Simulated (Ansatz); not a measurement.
System: H2Ge, singlet: symmetric bend, bond length relaxed. Scanned: H-Ge-H angle. Other coordinates (Ge-H bond length) were minimised at B3LYP/def2-TZVP.

Levels: CCSD/aug-cc-pVDZ = CCSD on RHF/aug-cc-pVDZ, cores with 3d frozen in Ansatz (a program for electronic structure); FCI/aug-cc-pVDZ = full CI/aug-cc-pVDZ, cores with 3d frozen (Ansatz).

Energies relative to the lowest point of each profile, in kcal/mol:

| a / ° | CCSD/aug-cc-pVDZ |
|---|---|
| 159.91 | 55.4 |
| 151.55 | 44.3 |
| 139.77 | 29.7 |
| 128.83 | 18.4 |
| 119.47 | 10.6 |
| 109.29 | 4.4 |
| 99.07 | 0.8 |
| 90.32 | 0.0 |
| 78.77 | 2.5 |
| 71.93 | 5.9 |
| 60 | 15.2 |

Q: Predict the corresponding FCI/aug-cc-pVDZ column.

A: 159.91: 53.7; 151.55: 43.2; 139.77: 29.2; 128.83: 18.1; 119.47: 10.5; 109.29: 4.4; 99.07: 0.8; 90.32: 0.0; 78.77: 2.4; 71.93: 5.7; 60: 14.7 (kcal/mol).

The scan ran from 180.0 to 60.0; beyond the range shown the relaxed coordinates jump or full CI changes its symmetry label.
